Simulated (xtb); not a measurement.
xtb job for B2ORh, SMILES [B][Rh-][B][O] (connectivity only; charge and spin as stated), charge -1, multiplicity 1, GFN2-xTB. 

```
$ xtb mol.xyz --gfn 2 --sp --chrg -1 --uhf 0 --json
$ cat mol.xyz
4

Rh    -0.20566253    -0.51284486    -0.00000000
B      1.47864093    -1.27128827    -0.00000000
B      0.07130266     1.51513653     0.00000000
O      0.18813698     2.73234715    -0.00000000
```

Output:

```
[banner left out]
          |                Calculation Setup                |
           -------------------------------------------------



           -------------------------------------------------
          |                 G F N 2 - x T B                 |
           -------------------------------------------------

        Reference                      10.1021/acs.jctc.8b01176
      * Hamiltonian:
        H0-scaling (s, p, d)           1.850000    2.230000    2.230000
        zeta-weighting                 0.500000
      * Dispersion:
        s8                             2.700000
        a1                             0.520000
        a2                             5.000000
        s9                             5.000000
      * Repulsion:
        kExp                           1.500000    1.000000
        rExp                           1.000000
      * Coulomb:
        alpha                          2.000000
        third order                    shell-resolved
        anisotropic                    true
        a3                             3.000000
        a5                             4.000000
        cn-shift                       1.200000
        cn-exp                         4.000000
        max-rad                        5.000000


          ...................................................
          :                      SETUP                      :
          :.................................................:
          :  # basis functions                  22          :
          :  # atomic orbitals                  21          :
          :  # shells                            9          :
          :  # electrons                        22          :
          :  max. iterations                   250          :
          :  Hamiltonian                  GFN2-xTB          :
          :  restarted?                      false          :
          :  GBSA solvation                  false          :
          :  PC potential                    false          :
          :  electronic temp.          300.0000000     K    :
          :  accuracy                    1.0000000          :
          :  -> integral cutoff          0.2500000E+02      :
          :  -> integral neglect         0.1000000E-07      :
          :  -> SCF convergence          0.1000000E-05 Eh   :
          :  -> wf. convergence          0.1000000E-03 e    :
          :  Broyden damping             0.4000000          :
          :  net charge                         -1          :
          :  unpaired electrons                  0          :
          ...................................................

 iter      E             dE          RMSdq      gap      omega  full diag
   1     -9.0631720 -0.906317E+01  0.402E+01    1.74       0.0  T
   2     -5.6543941  0.340878E+01  0.396E+01    0.23       1.0  T
   3     -9.2248787 -0.357048E+01  0.259E+01    1.66       1.0  T
   4    -10.0530495 -0.828171E+00  0.184E+01    2.24       1.0  T
   5    -10.6397616 -0.586712E+00  0.109E+01    1.64       1.0  T
   6    -10.5628028  0.769588E-01  0.103E+01    1.77       1.0  T
   7    -10.6928841 -0.130081E+00  0.282E+00    1.42       1.0  T
   8    -10.7031413 -0.102572E-01  0.200E+00    1.46       1.0  T
   9    -10.7031822 -0.409443E-04  0.186E+00    1.46       1.0  T
  10    -10.7074061 -0.422387E-02  0.703E-01    1.52       1.0  T
  11    -10.7075551 -0.148968E-03  0.176E-01    1.51       1.0  T
  12    -10.7075434  0.116435E-04  0.121E-01    1.52       1.0  T
  13    -10.7075904 -0.469298E-04  0.214E-02    1.52       2.3  T
  14    -10.7075917 -0.129520E-05  0.104E-02    1.52       4.8  T
  15    -10.7075919 -0.225972E-06  0.310E-03    1.52      16.1  T
  16    -10.7075919 -0.180813E-08  0.211E-03    1.52      23.7  T
  17    -10.7075919 -0.605358E-09  0.607E-04    1.52      82.4  T
  18    -10.7075919 -0.782041E-10  0.212E-04    1.52     235.7  T

   *** convergence criteria satisfied after 18 iterations ***

         #    Occupation            Energy/Eh            Energy/eV
      -------------------------------------------------------------
         1        2.0000           -0.4229448             -11.5089
       ...           ...                  ...                  ...
         5        2.0000           -0.1676741              -4.5626
         6        2.0000           -0.1356882              -3.6923
         7        2.0000           -0.1094466              -2.9782
         8        2.0000           -0.1077784              -2.9328
         9        2.0000           -0.0985093              -2.6806
        10        2.0000           -0.0949942              -2.5849
        11        2.0000           -0.0842119              -2.2915 (HOMO)
        12                         -0.0284043              -0.7729 (LUMO)
        13                         -0.0269343              -0.7329
        14                          0.0193118               0.5255
        15                          0.0872056               2.3730
        16                          0.0902287               2.4552
       ...                                ...                  ...
        21                          1.7673724              48.0926
      -------------------------------------------------------------
                  HL-Gap            0.0558076 Eh            1.5186 eV
             Fermi-level           -0.0563993 Eh           -1.5347 eV

 SCC (total)                   0 d,  0 h,  0 min,  0.003 sec
 SCC setup                      ...        0 min,  0.000 sec (  3.489%)
 Dispersion                     ...        0 min,  0.000 sec (  1.238%)
 classical contributions        ...        0 min,  0.000 sec (  0.731%)
 integral evaluation            ...        0 min,  0.000 sec ( 12.014%)
 iterations                     ...        0 min,  0.002 sec ( 64.119%)
 molecular gradient             ...        0 min,  0.001 sec ( 16.329%)
 printout                       ...        0 min,  0.000 sec (  1.812%)

         :::::::::::::::::::::::::::::::::::::::::::::::::::::
         ::                     SUMMARY                     ::
         :::::::::::::::::::::::::::::::::::::::::::::::::::::
         :: total energy             -10.632886280936 Eh    ::
         :: gradient norm              0.000106362797 Eh/a0 ::
         :: HOMO-LUMO gap              1.518601661881 eV    ::
         ::.................................................::
         :: SCC energy               -10.707591890540 Eh    ::
         :: -> isotropic ES            0.211859727638 Eh    ::
         :: -> anisotropic ES          0.007127084316 Eh    ::
         :: -> anisotropic XC         -0.002043334449 Eh    ::
         :: -> dispersion             -0.002848600196 Eh    ::
         :: repulsion energy           0.074705609604 Eh    ::
         :: add. restraining           0.000000000000 Eh    ::
         :: total charge              -1.000000000000 e     ::
         :::::::::::::::::::::::::::::::::::::::::::::::::::::

           -------------------------------------------------
          |                Property Printout                |
           -------------------------------------------------

    * Orbital Energies and Occupations

         #    Occupation            Energy/Eh            Energy/eV
      -------------------------------------------------------------
         1        2.0000           -0.4229448             -11.5089
         2        2.0000           -0.2551525              -6.9431
         3        2.0000           -0.2295719              -6.2470
         4        2.0000           -0.2295689              -6.2469
         5        2.0000           -0.1676741              -4.5626
         6        2.0000           -0.1356882              -3.6923
         7        2.0000           -0.1094466              -2.9782
Note: The following floating-point exceptions are signalling: IEEE_DENORMAL
normal termination of xtb
         8        2.0000           -0.1077784              -2.9328
         9        2.0000           -0.0985093              -2.6806
        10        2.0000           -0.0949942              -2.5849
        11        2.0000           -0.0842119              -2.2915 (HOMO)
        12                         -0.0284043              -0.7729 (LUMO)
        13                         -0.0269343              -0.7329
        14                          0.0193118               0.5255
        15                          0.0872056               2.3730
        16                          0.0902287               2.4552
        17                          0.2410677               6.5598
        18                          0.3197054               8.6996
        19                          0.9718566              26.4456
        20                          1.1436875              31.1213
        21                          1.7673724              48.0926
      -------------------------------------------------------------
                  HL-Gap            0.0558076 Eh            1.5186 eV
             Fermi-level           -0.0563993 Eh           -1.5347 eV

     #   Z          covCN         q      C6AA      α(0)
     1  45 Rh       1.870    -0.705   356.877    39.432
     2   5 B        0.944     0.036    64.958    16.955
     3   5 B        1.715     0.277    36.128    12.666
     4   8 O        0.789    -0.608    26.365     6.882

 Mol. C6AA /au·bohr⁶  :       1426.460331
 Mol. C8AA /au·bohr⁸  :      87243.832104
 Mol. α(0) /au        :         75.934999


Wiberg/Mayer (AO) data.
largest (>0.10) Wiberg bond orders for each atom

 ---------------------------------------------------------------------------
     #   Z sym  total        # sym  WBO       # sym  WBO       # sym  WBO
 ---------------------------------------------------------------------------
     1  45 Rh   3.523 --     2 B    2.572     3 B    0.887
     2   5 B    2.770 --     1 Rh   2.572     3 B    0.170
     3   5 B    3.085 --     4 O    2.027     1 Rh   0.887     2 B    0.170
     4   8 O    2.119 --     3 B    2.027
 ---------------------------------------------------------------------------

Topologies differ in total number of bonds
Writing topology from bond orders to xtbtopo.mol

molecular dipole:
                 x           y           z       tot (Debye)
 q only:        0.196      -1.750       0.000
   full:       -1.611      -1.385       0.000       5.400
molecular quadrupole (traceless):
                xx          xy          yy          xz          yz          zz
 q only:        7.303      -2.277     -14.451       0.000       0.000       7.148
  q+dip:        9.047       1.190     -13.772      -0.000      -0.000       4.725
   full:        8.228       4.054     -16.583      -0.000      -0.000       8.355


           -------------------------------------------------
          | TOTAL ENERGY              -10.632886280936 Eh   |
          | GRADIENT NORM               0.000106362797 Eh/α |
          | HOMO-LUMO GAP               1.518601661881 eV   |
           -------------------------------------------------

------------------------------------------------------------------------
------------------------------------------------------------------------
 total:
 SCF:
```

The calculation finished and met its thresholds.
